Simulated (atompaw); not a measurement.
# Building the PAW (atompaw) potential for Pt (PBEsol, scalar-relativistic).

Pt, PAW, made with atompaw 4.2.0.5 (PBEsol, scalar-relativistic). Core [Xe], reference 4f14 5d9 6s0.5 6p0 (charge +0.5). Waves: 6s (bound): rc 2.55 bohr; 6s channel at -0.35 Ry: rc 3.00 bohr; 6p (bound, empty): rc 3.00 bohr; 6p channel at 3.85 Ry: rc 3.00 bohr; 5d (bound): rc 2.30 bohr; 5d channel at 0.05 Ry: rc 3.00 bohr; 4f (bound): rc 0.70 bohr; 4f channel at -3.75 Ry: rc 0.70 bohr. Local part: bessel scheme, radius 2.20 bohr. Core correction: smooth core density matched at 2.88 bohr. Augmentation charge: sinc compensation charge, radius 2.85 bohr; PAW radius 3.00 bohr; waves and projectors: custom rrkj gramschmidtortho.

**Question.** Does the generator finish with these settings?

**Answer.** Yes, a potential is produced.

**Question.** Estimate the cutoffs (Ry, on a coarse ladder) from which the occupation-weighted sum of valence levels, in a spherical-Bessel basis at the reference potential, stays within 10 and 1 mRy of its value at 400 Ry.

**Answer.** over 300 Ry and over 300 Ry.

**Question.** Does the potential have ghost states?

**Answer.** No extra level below or beside the all-electron valence levels (s, p, d, f tested).

**Question.** Is the overlap operator S = 1 + Σ q|β⟩⟨β| positive definite (Bessel basis up to 400 Ry)?

**Answer.** Yes: its lowest eigenvalue is 0.08 (d channel).

**Question.** Which valence shell sets the plane-wave cutoff?

**Answer.** 4f: its level needs over 300 Ry to come within 1 mRy, against 21 Ry for 5d.
